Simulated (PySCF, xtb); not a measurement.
C2H5O2, SMILES COC=[OH+], charge +1. Atoms are numbered in the order given.

```xyz
9

C     -0.3962    -1.4720     0.0000
O      0.6986    -0.4916     0.0000
C      0.5336     0.7570     0.0000
O     -0.5730     1.3906     0.0000
H     -0.9899    -1.3455    -0.9168
H      0.1038    -2.4455     0.0000
H     -0.9899    -1.3455     0.9168
H      1.4423     1.3765     0.0000
H     -1.3943     0.8576     0.0000
```
Charge +1, spin multiplicity 1.

Coordinates come from a B3LYP-D3(BJ)/def2-SVP optimisation. The isomer is the one that the SMILES or the coordinates give; other isomers of the formula were not compared. The values are those of a single conformer.

Calculation: IEF-PCM-ωB97X/def2-SVP run with PySCF.

The values are the electrostatic part of the solvation free energy, E(continuum) − E(gas) at the gas-phase geometry, in a cavity of scaled van der Waals radii (PySCF's table); cavitation and dispersion terms are not included. In vacuum the orbital gap is 13.90 eV.

| solvent | ε | ΔG(elec) (kcal/mol) | gap (eV) |
|---|---|---|---|
| water | 78.36 | -67.5 | 13.92 |
| methanol | 32.61 | -66.2 | 13.92 |
| benzene | 2.27 | -37.5 | 13.91 |

For comparison, GFN2-xTB/ALPB(water) (xtb, at the GFN2-xTB geometry, all terms of that model) gives -66.6 kcal/mol.
